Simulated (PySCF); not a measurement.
Ionisation energy of Mn⁺ by level of theory

Mn⁺ [Ar] 3d5 4s1 (7S) → Mn²⁺ [Ar] 3d5 (6S), as a difference of total energies. Computed with PySCF 2.14 in aug-cc-pVDZ (7s6p4d2f, 59 functions), with the non-relativistic Hamiltonian (point nucleus). Correlated levels: valence: [Ar] frozen. The calculations carry no spin-orbit coupling.

```tsv
method	ionisation energy (eV)
UHF	14.718
MP2 (valence)	15.111
SCS-MP2 (valence)	14.849
CCSD (valence)	15.143
CCSD(T) (valence)	15.152
```

Q: How much does correlation contribute at CCSD(T) (valence)?

A: 15.152 − (14.718) = 0.434 eV, measured against UHF.

These non-relativistic numbers lack the scalar-relativistic shift.

Errors of the correlated levels include the incompleteness of this basis and the frozen core.

For comparison: 15.640 eV (measured; NIST Atomic Spectra Database, ionization energies).
